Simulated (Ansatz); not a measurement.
Consider the redistribution: `[CH3][Cd][O]C(C)(C)C` + `[Cu][Br]` → `[CH3][Cd][Br]` + `CC(C)(C)[O][Cu]`.

Calculated with Ansatz (gas phase, PBE0-D4/def2-TZVP geometries, no zero-point term in ΔE). CCSD(T)/CBS adds triple-zeta CCSD(T) − MP2 to the extrapolated MP2 energy (def2 sets, frozen cores). Elements past krypton have def2 core potentials. For Br, Cd, Cu outer-core shells are correlated without core-valence functions, which leaves a few kJ/mol of doubt a bond. Scalar relativity is left out up to krypton. Each species was taken in one conformer, which may not be the lowest.

```tsv
species	MP2/def2-QZVPP energy (Eh)
`[CH3][Cd][O]C(C)(C)C`	-440.17821
`[Cu][Br]`	-4212.61712
`[CH3][Cd][Br]`	-2780.60626
`CC(C)(C)[O][Cu]`	-1872.18256
```

Work out ΔE.

ΔE = (-2780.60626) + (-1872.18256) − (-440.17821) − (-4212.61712) = 0.00651 Eh = +0.18 eV. CCSD(T)/CBS gives +0.18 eV.

Largest T1 diagnostic among the species: 0.029, so the coupled-cluster value is less sure than usual.

From r2SCAN to r2SCAN0 (25 % exact exchange), in def2-TZVPP and without D4, ΔE moves by +0.12 eV. Leaving LDA and LC-ωPBE aside and taking each functional with its dispersion term where it has one, the values, not all of them listed here, spread over 0.22 eV, from BLYP-D4 to BHLYP-D4.
